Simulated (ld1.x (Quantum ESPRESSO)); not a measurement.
## What the settings do to the RRKJ potential of P (Z = 15)

Base potential:

| Item | Value |
| --- | --- |
| Element | P |
| Generator | ld1.x (Quantum ESPRESSO) 7.5 |
| Type | norm-conserving RRKJ (Kleinman–Bylander form) |
| Functional | PBE |
| Relativity | non-relativistic |
| Frozen core | [Ne] |
| Valence charge | 5 |
| Reference configuration | 3s1.75 3p3.25 |
| Partial waves | 3s (bound): rc 1.40 bohr; 3p (bound): rc 1.45 bohr |
| Local potential | the p channel |
| Core correction | Bessel-smoothed model core, default radius (core density twice the valence density) |

Cutoffs, loose and tight: the cutoffs (Ry, on a coarse ladder) from which the occupation-weighted sum of valence levels, in a spherical-Bessel basis at the reference potential, stays within 10 and 1 mRy of its value at 400 Ry. They do not see the model core or the augmentation charge, which bear on the density cutoff. Test errors are all-electron minus pseudo excitation energies from the reference, over the configurations 3s2 3p3; 3s2 3p2; 3s2 3p1; 3s0 3p5; 3s1 3p4; 3s1 3p0; 3s2 3p0. A dash means not determined; rows that change the core or the reference have their own tests.

| change | outcome | cutoff, loose | cutoff, tight | bound ghosts | largest test error (meV) |
| --- | --- | --- | --- | --- | --- |
| base | generated | 25 Ry | 55 Ry | none | +119 |
| all radii but the core radius scaled by about 0.76 (s 1.06, p 1.10 bohr) | failed: compute_chi: n is too large | – | – | – | – |
| all radii but the core radius scaled by about 0.80 (s 1.12, p 1.16 bohr) | failed: compute_chi: n is too large | – | – | – | – |
| all radii but the core radius scaled by about 0.90 (s 1.26, p 1.30 bohr) | generated | 55 Ry | 100 Ry | none | +118 |
| all radii but the core radius scaled by about 0.97 (s 1.36, p 1.40 bohr) | generated | 35 Ry | 60 Ry | none | +117 |
| all radii but the core radius scaled by about 1.10 (s 1.54, p 1.60 bohr) | failed: compute_phi: phi has nodes before r_c | – | – | – | – |
| all radii but the core radius scaled by about 1.16 (s 1.62, p 1.68 bohr) | failed: compute_phi: phi has nodes before r_c | – | – | – | – |
| all radii but the core radius scaled by about 1.23 (s 1.72, p 1.78 bohr) | failed: compute_phi: phi has nodes before r_c | – | – | – | – |
| all radii but the core radius scaled by about 1.32 (s 1.84, p 1.92 bohr) | failed: compute_phi: phi has nodes before r_c | – | – | – | – |

(1) What comes out with this change to the base: all radii but the core radius scaled by about 1.38 (s 1.94, p 2.00 bohr)?

Answers

(1) outcome: generated; cutoff, loose: 21 Ry; cutoff, tight: 30 Ry; bound ghosts: none; largest test error (meV): +127.

Reading the sweep of the scale of all radii but the core radius (base = 1) (base included, trends over the rows without a ghost): The loose cutoff falls from 55 Ry at 0.9 to 21 Ry at 1.38. A larger radius leaves more room for a smooth pseudo-wave, so fewer plane waves are needed; a smaller one forces it to follow the all-electron wave where it bends sharply. The median size of the test errors (rows with all tests solved) rises from 3.0 meV at 0.9 to 11.2 meV at 1.38. More of the atom is replaced by a form fitted at one configuration, so other configurations suffer as the radius grows. The generation fails at 0.76, 0.8, 1.1, 1.16, 1.23, 1.32.
